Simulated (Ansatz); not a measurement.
Results of the Gaussian-basis code of Ansatz.

Basis-set series for `NB(O)[SiH](F)F`. The species carries charge 0 and has multiplicity 1. The geometry is a stationary point of PBE0-D4/def2-TZVP. It is one conformer, not always the lowest.

| functional | basis | functions | energy (Eh) | HOMO (eV) | LUMO (eV) |
| --- | --- | --- | --- | --- | --- |
| PBE0-D4 | def2-SVP | 108 | -645.77144 | -8.07 | -0.01 |
| PBE0-D4 | def2-TZVPP | 253 | -646.32204 | -8.28 | -0.39 |
| ωB97M-V | def2-SVP | 108 | -646.12927 | -10.22 | 2.04 |
| ωB97M-V | def2-TZVPP | 253 | -646.68957 | -10.46 | 1.54 |

Task: Give the rows for def2-QZVPP. (Estimate.)

Result: The calculation gave: 
```
functional       basis  functions  energy (Eh)  HOMO (eV)  LUMO (eV)
   PBE0-D4  def2-QZVPP        475   -646.35296      -8.32      -0.49
   ωB97M-V  def2-QZVPP        475   -646.71847     -10.50       1.05
```

Positive LUMOs are unbound and depend on the basis.
